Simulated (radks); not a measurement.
Values are calculated unless marked as measured or tabulated.
Radial electron density D(r) = 4 pi r^2 rho(r) of an atom or ion with 21 electrons. Level of theory: Dirac Kohn-Sham, PBE, spin-unpolarised, spherical densities, point nucleus (a radial shooting solver on a logarithmic mesh with Libxc functionals).

```
   r/bohr * D(r) (the largest magnitude, 113, reaches the edge; | marks zero)
 0.001499 |    *
  0.00189 |      *
 0.002403 |         *
 0.003055 |             *
 0.003852 |                  *
 0.004897 |                       *
 0.006176 |                              *
 0.007851 |                                    *
 0.009901 |                                         *
  0.01259 |                                            *
    0.016 |                                            *
  0.02018 |                                          *
  0.02565 |                                       *
  0.03235 |                                        *
  0.04113 |                                              *
  0.05228 |                                                      *
  0.06593 |                                                      *
  0.08382 |                                            *
   0.1057 |                               *
   0.1344 |                           *
   0.1708 |                               *
   0.2154 |                            *
   0.2739 |               *
   0.3454 |    *
   0.4391 |*
   0.5537 *
   0.7039 *
```

What is the nuclear charge?

Answer. Z = 68. The innermost maximum, from 1s, lies near gamma/Z bohr with gamma = sqrt(1 - (Z/c)^2) = 0.868, here 0.0128 bohr (found: 0.0141), and its height grows with Z. The density is that of the erbium ion Er47+ in [Ar] 3d3; the configuration itself is not fixed sharply by these data, and Z only to a few units. D(r) has 3 maxima, at r = 0.0141, 0.0594, 0.181 bohr, and minima at 0.0276, 0.129 bohr, inside which lie 2.04, 10.96 electrons.
